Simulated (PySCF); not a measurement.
Job file and geometry (Å, from GFN2-xTB) of an NMR shielding run on SMILES C[O][AlH][C@H](C=C)C, C5H11AlO, GIAO PBE0/pcSseg-1 NMR shielding, non-relativistic, gas phase in PySCF; density fitting, a coarse starting grid and PySCF grid level 2 are the driver's defaults:

```
$ OMP_NUM_THREADS=1 python probes_run.py task.json out

{"job": {"kind": "nmr", "xc": "PBE0", "basis": "pcSseg-1"}, "charge": 0, "multiplicity": 1}
C     -1.609433     1.670834     0.330944
C     -1.447254     0.384199     0.609750
C     -1.049215    -0.654666    -0.374043
C     -1.617760    -2.045409    -0.079482
Al     0.977172    -0.863033    -0.349452
O      2.062001     0.369691    -0.284546
C      2.991638     1.414633    -0.217939
H     -1.488111     2.048115    -0.671624
H     -1.869852     2.392124     1.086790
H     -1.579327     0.037398     1.629499
H     -1.385553    -0.333490    -1.370638
H     -1.456354    -2.313199     0.964308
H     -1.116555    -2.798174    -0.692986
H     -2.687716    -2.091971    -0.283940
H      1.549844    -2.285205    -0.380439
H      3.639247     1.391188    -1.097428
H      3.606334     1.309090     0.678847
H      2.472134     2.374192    -0.182592
```

Problem. What does the program print?

Solution. 
```
coarse grid: 14960 points
cycle   1  E = -514.1373649378  dE =  5.688e-01  |g| = 8.109e-01  |ddm| = 3.649e+00
cycle   2  E = -513.8831820469  dE =  2.542e-01  |g| = 1.389e+00  |ddm| = 1.612e+00
cycle   3  E = -514.2661761210  dE = -3.830e-01  |g| = 1.696e-01  |ddm| = 1.141e+00
cycle   4  E = -514.2719283740  dE = -5.752e-03  |g| = 5.531e-02  |ddm| = 1.762e-01
cycle   5  E = -514.2726867584  dE = -7.584e-04  |g| = 1.377e-02  |ddm| = 5.974e-02
cycle   6  E = -514.2727235548  dE = -3.680e-05  |g| = 6.651e-03  |ddm| = 1.681e-02
cycle   7  E = -514.2727347579  dE = -1.120e-05  |g| = 1.221e-03  |ddm| = 6.063e-03
cycle   8  E = -514.2727350968  dE = -3.389e-07  |g| = 4.106e-04  |ddm| = 1.193e-03
final grid: 138232 points
cycle   9  E = -514.3257577297  dE = -2.715e-05  |g| = 1.191e-02  |ddm| = 2.651e-02
cycle  10  E = -514.3257285746  dE =  2.916e-05  |g| = 1.718e-02  |ddm| = 1.980e-02
cycle  11  E = -514.3257871647  dE = -5.859e-05  |g| = 2.129e-03  |ddm| = 1.208e-02
cycle  12  E = -514.3257881640  dE = -9.992e-07  |g| = 1.810e-04  |ddm| = 1.654e-03
cycle  13  E = -514.3257881699  dE = -5.990e-09  |g| = 1.016e-04  |ddm| = 2.761e-04
cycle  14  E = -514.3257881721  dE = -2.178e-09  |g| = 3.790e-05  |ddm| = 1.078e-04
cycle  15  E = -514.3257881725  dE = -3.511e-10  |g| = 7.030e-06  |ddm| = 3.744e-05
converged SCF energy = -514.3257881725

GIAO shielding tensors (ppm)
atom      isotropic    diamagn.    paramagn.     s11        s22        s33       span
  0 C       73.586     254.697    -181.111    -36.645     97.652    159.751    196.396
  1 C       34.874     257.296    -222.421    -85.338     46.042    143.918    229.256
  2 C      153.781     252.498     -98.717    135.830    148.146    177.367     41.537
  3 C      168.894     245.734     -76.839    154.077    169.693    182.913     28.836
  4 Al     408.046     798.162    -390.116    361.004    384.511    478.623    117.619
  5 O      278.140     403.332    -125.192    225.097    254.114    355.209    130.112
  6 C      128.905     239.512    -110.607    100.656    102.388    183.671     83.014
  7 H       26.527      33.104      -6.578     23.037     26.120     30.422      7.385
  8 H       26.736      30.357      -3.622     23.411     25.966     30.830      7.419
  9 H       25.735      33.195      -7.460     22.942     25.585     28.677      5.735
 10 H       29.878      33.980      -4.102     26.108     30.343     33.183      7.075
 11 H       30.787      30.291       0.495     27.136     28.829     36.396      9.260
 12 H       30.255      29.741       0.514     25.914     28.402     36.450     10.536
 13 H       30.048      28.466       1.582     25.656     27.933     36.557     10.901
 14 H       27.452      30.951      -3.499     23.500     25.742     33.116      9.616
 15 H       27.338      26.979       0.359     23.130     25.014     33.870     10.739
 16 H       27.323      27.523      -0.200     23.189     24.986     33.796     10.607
 17 H       27.263      29.404      -2.141     22.650     25.831     33.306     10.656
```

Size and cost of the density-fitted run: 181 basis functions, 24 s wall time on 1 thread of an Intel Xeon 6975P-C, shared host; peak memory 0.77 GiB.
